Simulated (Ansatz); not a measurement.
Ansatz results at the PBE0-D4/def2-TZVP geometry: HOMO energy (B3LYP/def2-TZVPP) -11.42 eV; HOMO energy (PBE/def2-TZVPP) -9.62 eV; LUMO energy (PBE0/def2-TZVPP) -1.49 eV.

Question: Which molecule gave them?
A. `[Cl][Al]([Cl])[GeH3]`
B. `[AlH2][SiH3]`
C. `[F][Al]([F])[F]`
D. `[SH][Al]([SH])[SH]`

Answer: C. The others give `[AlH2][SiH3]`: -7.42, -6.55, -2.12; `[Cl][Al]([Cl])[GeH3]`: -8.06, -7.16, -1.78; `[SH][Al]([SH])[SH]`: -7.46, -6.52, -0.64.

B3LYP here is the variant with VWN-RPA as its local correlation; programs differ in this.
